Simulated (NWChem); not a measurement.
CH5ClGeO; SMILES [GeH2]([O]C)[Cl]

```xyz
9

Ge     0.6848    -0.0301    -0.0058
Cl    -0.7547    -1.6831    -0.0119
O     -0.1039     1.4575    -0.5861
C     -1.1602     2.0282     0.1823
H      1.7808    -0.3459    -1.0331
H      1.1381     0.1290     1.4631
H     -2.0546     1.3926     0.1706
H     -0.8624     2.2041     1.2262
H     -1.4084     2.9913    -0.2738
```
Atoms are numbered in this order, from 1.

Program: NWChem. Pople sets run with spherical d functions. STO-3G and 3-21G are far too small for this property and stand as cheap habits. Geometry: optimised at B3LYP/6-31G* (spherical d). GIAO values for the isolated, static molecule; σ is the absolute isotropic shielding, δ = σ(reference) − σ with the isolated reference molecule computed at the same levels (13C: tetramethylsilane, 1H: tetramethylsilane, 17O: water).

```tsv
level	σ Ge1 (ppm)	σ Cl2 (ppm)	δ O3 (ppm)	δ C4 (ppm)	δ H5 (ppm)	δ H6 (ppm)	δ H7 (rotor mean) (ppm)	relative time
Hartree-Fock/6-31G*	1649.0	1022.8	-6.7	49.9	5.81	5.84	3.52	5
Hartree-Fock/STO-3G	2285.5	1257.3	-102.3	48.9	3.13	2.75	1.70	1
LDA (Slater exchange, VWN5)/pcSseg-1	1160.1	868.5	81.8	60.2	6.51	6.70	3.96	9
KT2/pcSseg-1	1286.7	896.8	70.8	58.3	6.08	6.27	3.87	8
```

The last column is a rough cost ratio, cheapest run = 1.
